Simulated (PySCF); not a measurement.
CH9NOSi2.
Z-matrix (Å and degrees, PBE0-D3(BJ)/def2-SVP geometry), rows numbered from 1:
```
C 
Si  1  1.8619
N   2  1.7218  1  109.90
O   2  1.6772  1  107.22  3  -122.74
Si  4  1.6545  2  135.46  1   123.96
H   1  1.1004  2  111.16  3   -64.36
H   1  1.1019  2  110.53  3    55.92
H   1  1.1005  2  110.55  3   174.91
H   2  1.4899  1  113.24  3   119.81
H   3  1.0130  2  122.37  1   -42.44
H   3  1.0126  2  122.05  1   161.60
H   5  1.4971  4  111.20  2   -61.96
H   5  1.4905  4  108.46  2   178.51
H   5  1.4967  4  111.44  2    58.67
```

Computed, not measured: PBE0-D3(BJ)/def2-SVP geometry optimisation, gas phase in PySCF 2.14.0.

Masses are those of the commonest isotopes; rigid-rotor values at the optimised geometry. The values belong to one conformer with, in the numbering `[CH3:1][Si@H:2]([NH2:3])[O:4][SiH3:5]`, C1–Si2–N3–H -42° and 162°, C1–Si2–O4–Si5 124°.

(1) Give the principal moments of inertia and the rotational constants in MHz.

(2) What kind of rotor is it?

(3) What does the inertial defect say?

(4) Give the coordinates in the principal-axis frame, origin at the centre of mass.

(5) Which lines would a microwave search look for?

(6) Estimate the classical rotational partition function at 10 K, 25 K and 298.15 K.

Results:

(1) Ia = 98.84, Ib = 281.34, Ic = 335.00 u·Å²; 505379 MHz·u·Å²/I gives A = 5113, B = 1796, C = 1509 MHz.

(2) An asymmetric top. Ray's parameter κ = (2B − A − C)/(A − C) = -0.840; −1 is the prolate and +1 the oblate limit.

(3) Not planar: Δ = Ic − Ia − Ib = -45.19 u·Å². For a rigid frame Δ = −2 Σ m c², so Σ m c² = 22.59 u·Å² lies off the ab plane: 10.92 from hydrogen and 11.67 from heavier atoms. The atom farthest from that plane is 1.86 Å away.

(4) The sense of each axis is arbitrary; atoms in the order of the calculation.
```json
{"atom": "C1", "mass (u)": "12.000", "a (Å)": "-2.056", "b (Å)": "-1.128", "c (Å)": "-0.520"}
{"atom": "Si2", "mass (u)": "27.977", "a (Å)": "-0.942", "b (Å)": "0.034", "c (Å)": "0.416"}
{"atom": "N3", "mass (u)": "14.003", "a (Å)": "-1.051", "b (Å)": "1.617", "c (Å)": "-0.252"}
{"atom": "O4", "mass (u)": "15.995", "a (Å)": "0.611", "b (Å)": "-0.595", "c (Å)": "0.337"}
{"atom": "Si5", "mass (u)": "27.977", "a (Å)": "2.083", "b (Å)": "-0.041", "c (Å)": "-0.177"}
{"atom": "H6", "mass (u)": "1.008", "a (Å)": "-3.112", "b (Å)": "-0.845", "c (Å)": "-0.404"}
{"atom": "H7", "mass (u)": "1.008", "a (Å)": "-1.811", "b (Å)": "-1.117", "c (Å)": "-1.594"}
{"atom": "H8", "mass (u)": "1.008", "a (Å)": "-1.927", "b (Å)": "-2.160", "c (Å)": "-0.161"}
{"atom": "H9", "mass (u)": "1.008", "a (Å)": "-1.287", "b (Å)": "0.142", "c (Å)": "1.862"}
{"atom": "H10", "mass (u)": "1.008", "a (Å)": "-1.069", "b (Å)": "1.783", "c (Å)": "-1.251"}
{"atom": "H11", "mass (u)": "1.008", "a (Å)": "-0.751", "b (Å)": "2.438", "c (Å)": "0.259"}
{"atom": "H12", "mass (u)": "1.008", "a (Å)": "2.060", "b (Å)": "0.284", "c (Å)": "-1.638"}
{"atom": "H13", "mass (u)": "1.008", "a (Å)": "3.098", "b (Å)": "-1.107", "c (Å)": "0.060"}
{"atom": "H14", "mass (u)": "1.008", "a (Å)": "2.493", "b (Å)": "1.192", "c (Å)": "0.566"}
```

(5) The dipole components are |μa| = 0.57 D, |μb| = 1.23 D, |μc| = 1.02 D. The squared components, which scale the intensities, stand as 0.21 : 1.00 : 0.69 (a : b : c). Some lines, for components of 0.1 D or more:

```json
{"type": "b", "branch": "R", "J(Ka,Kc)": "3(1,2) ← 2(2,1)", "MHz": "385", "lower level (cm⁻¹)": "0.792"}
{"type": "a", "branch": "Q", "J(Ka,Kc)": "2(1,1) ← 2(1,2)", "MHz": "863", "lower level (cm⁻¹)": "0.432"}
{"type": "a", "branch": "Q", "J(Ka,Kc)": "3(1,2) ← 3(1,3)", "MHz": "1726", "lower level (cm⁻¹)": "0.748"}
{"type": "c", "branch": "Q", "J(Ka,Kc)": "3(1,3) ← 3(0,3)", "MHz": "2676", "lower level (cm⁻¹)": "0.658"}
{"type": "c", "branch": "Q", "J(Ka,Kc)": "1(1,1) ← 1(0,1)", "MHz": "3317", "lower level (cm⁻¹)": "0.110"}
{"type": "a", "branch": "R", "J(Ka,Kc)": "2(0,2) ← 1(0,1)", "MHz": "6592", "lower level (cm⁻¹)": "0.110"}
{"type": "b", "branch": "R", "J(Ka,Kc)": "1(1,1) ← 0(0,0)", "MHz": "6622", "lower level (cm⁻¹)": "0.000"}
{"type": "c", "branch": "R", "J(Ka,Kc)": "1(1,0) ← 0(0,0)", "MHz": "6909", "lower level (cm⁻¹)": "0.000"}
{"type": "a", "branch": "R", "J(Ka,Kc)": "3(1,3) ← 2(1,2)", "MHz": "9472", "lower level (cm⁻¹)": "0.432"}
{"type": "b", "branch": "Q", "J(Ka,Kc)": "3(2,1) ← 3(1,2)", "MHz": "9619", "lower level (cm⁻¹)": "0.805"}
{"type": "a", "branch": "R", "J(Ka,Kc)": "3(2,2) ← 2(2,1)", "MHz": "9915", "lower level (cm⁻¹)": "0.792"}
{"type": "c", "branch": "Q", "J(Ka,Kc)": "2(2,1) ← 2(1,1)", "MHz": "9950", "lower level (cm⁻¹)": "0.461"}
{"type": "b", "branch": "Q", "J(Ka,Kc)": "2(2,0) ← 2(1,1)", "MHz": "9968", "lower level (cm⁻¹)": "0.461"}
{"type": "a", "branch": "R", "J(Ka,Kc)": "3(2,1) ← 2(2,0)", "MHz": "9986", "lower level (cm⁻¹)": "0.793"}
{"type": "a", "branch": "R", "J(Ka,Kc)": "3(1,2) ← 2(1,1)", "MHz": "10335", "lower level (cm⁻¹)": "0.461"}
{"type": "c", "branch": "R", "J(Ka,Kc)": "2(1,1) ← 1(0,1)", "MHz": "10502", "lower level (cm⁻¹)": "0.110"}
{"type": "b", "branch": "Q", "J(Ka,Kc)": "2(2,1) ← 2(1,2)", "MHz": "10813", "lower level (cm⁻¹)": "0.432"}
{"type": "b", "branch": "Q", "J(Ka,Kc)": "3(2,2) ← 3(1,3)", "MHz": "11255", "lower level (cm⁻¹)": "0.748"}
{"type": "b", "branch": "R", "J(Ka,Kc)": "2(2,1) ← 1(1,0)", "MHz": "16847", "lower level (cm⁻¹)": "0.230"}
{"type": "c", "branch": "R", "J(Ka,Kc)": "2(2,0) ← 1(1,0)", "MHz": "16865", "lower level (cm⁻¹)": "0.230"}
{"type": "b", "branch": "R", "J(Ka,Kc)": "2(2,0) ← 1(1,1)", "MHz": "17153", "lower level (cm⁻¹)": "0.221"}
{"type": "b", "branch": "Q", "J(Ka,Kc)": "3(3,0) ← 3(2,1)", "MHz": "17225", "lower level (cm⁻¹)": "1.126"}
{"type": "b", "branch": "Q", "J(Ka,Kc)": "3(3,1) ← 3(2,2)", "MHz": "17313", "lower level (cm⁻¹)": "1.123"}
{"type": "c", "branch": "R", "J(Ka,Kc)": "3(2,1) ← 2(1,1)", "MHz": "19954", "lower level (cm⁻¹)": "0.461"}
{"type": "c", "branch": "R", "J(Ka,Kc)": "3(2,2) ← 2(1,2)", "MHz": "20728", "lower level (cm⁻¹)": "0.432"}
{"type": "c", "branch": "R", "J(Ka,Kc)": "3(3,0) ← 2(2,0)", "MHz": "27211", "lower level (cm⁻¹)": "0.793"}
{"type": "c", "branch": "R", "J(Ka,Kc)": "3(3,1) ← 2(2,1)", "MHz": "27228", "lower level (cm⁻¹)": "0.792"}
```

(6) Point group C1, symmetry number σ = 1; q = (√π/σ)·√((kT/h)³/(ABC)), k/h = 20836.6 MHz/K: 1430 at 10 K, 5660 at 25 K, 233000 at 298.15 K.

No frequency check. Constants of a rigid frame at the computed geometry: no zero-point averaging, no centrifugal distortion. A rigid rotor knows nothing of inversion at nitrogen or internal rotation, which can split or shift real lines. Quadrupole hyperfine structure (14N) is left out.

On Arm Neoverse V2, one thread, no GPU, shared host with 96 logical CPUs at a one-minute load of 45, this took 2.1 min of wall time and 0.52 GiB of memory at its peak. That covers the optimisation of the geometry.
